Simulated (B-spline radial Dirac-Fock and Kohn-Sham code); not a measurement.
These are calculated numbers from an atomic code on a B-spline grid; the model is Dirac-Fock orbitals of the configuration average with a finite nucleus.

Question: This computed X-ray form factor belongs to an atom or ion in its tabulated ground configuration. Which?

```csv
sin θ/λ (Å⁻¹),f₀
0.05,7.999
0.1,7.995
0.15,7.990
0.25,7.972
0.35,7.945
0.4,7.928
1.1,7.476
3,5.056
3.5,4.390
```

Answer: Pr⁵¹⁺, with 8 electrons in [He] 2s2 2p4. f₀ tends to the number of electrons as s goes to zero, which the first rows give only roughly, and the rate of fall reflects the nuclear charge, 59.

Question: This computed X-ray form factor belongs to an atom or ion in its tabulated ground configuration. Which?

```
sin θ/λ (Å⁻¹)     f₀
         0.03  7.000
         0.04  7.000
         0.07  6.999
         0.09  6.998
         0.11  6.997
         0.18  6.993
          0.3  6.979
         0.65  6.904
          3.8  4.578
```

Answer: Ta⁶⁶⁺, with 7 electrons in [He] 2s2 2p3. f₀ tends to the number of electrons as s goes to zero, which the first rows give only roughly, and the rate of fall reflects the nuclear charge, 73.

Question: This computed X-ray form factor belongs to an atom or ion in its tabulated ground configuration. Which?

```
sin θ/λ (Å⁻¹)     f₀
         0.13  3.998
         0.16  3.997
          0.2  3.995
          0.8  3.921
         0.98  3.883
         2.16  3.484
         2.63  3.278
         4.77  2.345
         5.82  2.006
```

Answer: Er⁶⁴⁺, with 4 electrons in [He] 2s2. f₀ tends to the number of electrons as s goes to zero, which the first rows give only roughly, and the rate of fall reflects the nuclear charge, 68.
